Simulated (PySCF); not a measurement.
nickel atom (Ni), triplet; SCAN/6-31G** (PySCF).

Input for PySCF:
```python
from pyscf import gto, scf, dft

mol = gto.Mole()
mol.atom = '''
    Ni    0.00000000    0.00000000    0.00000000
'''
mol.basis = '6-31g**'
mol.spin = 2
mol.verbose = 4
mol.build()

mf = dft.UKS(mol)
mf.xc = 'scan'
mf.kernel()
```

The log (banner, timings and long lists left out):

```
PySCF version 2.14.0

[INPUT] verbose = 4
[INPUT] num. atoms = 1
[INPUT] num. electrons = 28
[INPUT] charge = 0
[INPUT] spin (= nelec alpha-beta = 2S) = 2
[INPUT] symmetry False subgroup None
[INPUT] Mole.unit = angstrom
[INPUT] Symbol           X                Y                Z      unit          X                Y                Z       unit  Magmom
[INPUT]  1 Ni     0.000000000000   0.000000000000   0.000000000000 AA    0.000000000000   0.000000000000   0.000000000000 Bohr   0.0

nuclear repulsion = 0
number of shells = 12
number of NR pGTOs = 97
number of NR cGTOs = 34
basis = 6-31g**
ecp = {}

******** <class 'pyscf.dft.uks.UKS'> ********
method = UKS
initial guess = minao
damping factor = 0
level_shift factor = 0
DIIS = <class 'pyscf.scf.diis.CDIIS'>
diis_start_cycle = 1
diis_space = 8
diis_damp = 0
SCF conv_tol = 1e-09
SCF conv_tol_grad = None
SCF max_cycles = 50
direct_scf = True
direct_scf_tol = 1e-13
number electrons alpha = 15  beta = 13
XC library pyscf.dft.libxc version 7.1.2
    S. Lehtola, C. Steigemann, M. J. T. Oliveira, and M. A. L. Marques,  SoftwareX 7, 1–5 (2018)
XC functionals = scan
    J. Sun, A. Ruzsinszky, and J. P. Perdew,  Phys. Rev. Lett. 115, 036402 (2015)
    J. Sun, A. Ruzsinszky, and J. P. Perdew,  Phys. Rev. Lett. 115, 036402 (2015)
radial grids:
    Treutler-Ahlrichs [JCP 102, 346 (1995); DOI:10.1063/1.469408] (M4) radial grids

becke partition: Becke, JCP 88, 2547 (1988); DOI:10.1063/1.454033
pruning grids: <function nwchem_prune>
grids dens level: 3
symmetrized grids: False
atomic radii adjust function: <function treutler_atomic_radii_adjust>
small_rho_cutoff = 0
Set gradient conv threshold to 3.16228e-05
tot grids = 20640
init E= -1507.36876229357

cycle= 1 E= -1484.97962624368  delta_E= 22.4  |g|= 2.95  |ddm|= 8.19

cycle= 2 E= -1500.92203288437  delta_E= -15.9  |g|= 3.81  |ddm|= 7.27

cycle= 3 E= -1504.50354224105  delta_E= -3.58  |g|= 3.31  |ddm|= 0.929

cycle= 4 E= -1504.48342585832  delta_E= 0.0201  |g|= 3.34  |ddm|= 1.49

cycle= 5 E= -1504.45843375294  delta_E= 0.025  |g|= 3.34  |ddm|= 0.264

cycle= 6 E= -1504.36895800861  delta_E= 0.0895  |g|= 3.37  |ddm|= 0.413

cycle= 7 E= -1504.36636594907  delta_E= 0.00259  |g|= 3.37  |ddm|= 0.0105

cycle= 8 E= -1504.44628509921  delta_E= -0.0799  |g|= 3.35  |ddm|= 0.273

cycle= 9 E= -1504.44415097592  delta_E= 0.00213  |g|= 3.35  |ddm|= 0.00836

cycle= 10 E= -1504.14515966605  delta_E= 0.299  |g|= 3.43  |ddm|= 0.345

cycle= 11 E= -1485.88438973766  delta_E= 18.3  |g|= 2.42  |ddm|= 7.85

cycle= 12 E= -1504.35543007005  delta_E= -18.5  |g|= 3.35  |ddm|= 7.81

cycle= 13 E= -1504.40070698642  delta_E= -0.0453  |g|= 3.34  |ddm|= 0.77

cycle= 14 E= -1504.05491330531  delta_E= 0.346  |g|= 3.43  |ddm|= 0.886

cycle= 15 E= -1504.02379456335  delta_E= 0.0311  |g|= 3.44  |ddm|= 1.09

cycle= 16 E= -1503.92883759664  delta_E= 0.095  |g|= 3.46  |ddm|= 0.652

cycle= 17 E= -1504.25166382212  delta_E= -0.323  |g|= 3.38  |ddm|= 0.819

cycle= 18 E= -1504.14611261815  delta_E= 0.106  |g|= 3.41  |ddm|= 0.268

cycle= 19 E= -1504.36981962049  delta_E= -0.224  |g|= 3.35  |ddm|= 0.56
cycle= 20 E= -1504.12726056542  delta_E= 0.243  |g|= 1.76  |ddm|= 4.63

cycle= 21 E= -1507.07163156506  delta_E= -2.94  |g|= 1.96  |ddm|= 4.67

cycle= 22 E= -1507.70788346542  delta_E= -0.636  |g|= 1.17  |ddm|= 0.578
cycle= 23 E= -1508.11402121113  delta_E= -0.406  |g|= 0.283  |ddm|= 1.15
cycle= 24 E= -1508.13319594205  delta_E= -0.0192  |g|= 0.147  |ddm|= 0.214
cycle= 25 E= -1508.14212063994  delta_E= -0.00892  |g|= 0.0437  |ddm|= 0.19
cycle= 26 E= -1508.14422599654  delta_E= -0.00211  |g|= 0.0117  |ddm|= 0.12
cycle= 27 E= -1508.14442919847  delta_E= -0.000203  |g|= 0.0048  |ddm|= 0.0412
cycle= 28 E= -1508.14443738199  delta_E= -8.18e-06  |g|= 0.00133  |ddm|= 0.00869
cycle= 29 E= -1508.14443911517  delta_E= -1.73e-06  |g|= 0.000262  |ddm|= 0.00323
cycle= 30 E= -1508.14443924467  delta_E= -1.29e-07  |g|= 4.99e-05  |ddm|= 0.00113
cycle= 31 E= -1508.14443924973  delta_E= -5.06e-09  |g|= 1.09e-05  |ddm|= 0.000239
cycle= 32 E= -1508.14443924983  delta_E= -9.91e-11  |g|= 1.7e-06  |ddm|= 2.73e-05
Extra cycle  E= -1508.14443924984  delta_E= -7.28e-12  |g|= 5.78e-07  |ddm|= 6.96e-06
converged SCF energy = -1508.14443924984  <S^2> = 2.002278  2S+1 = 3.0015183
```
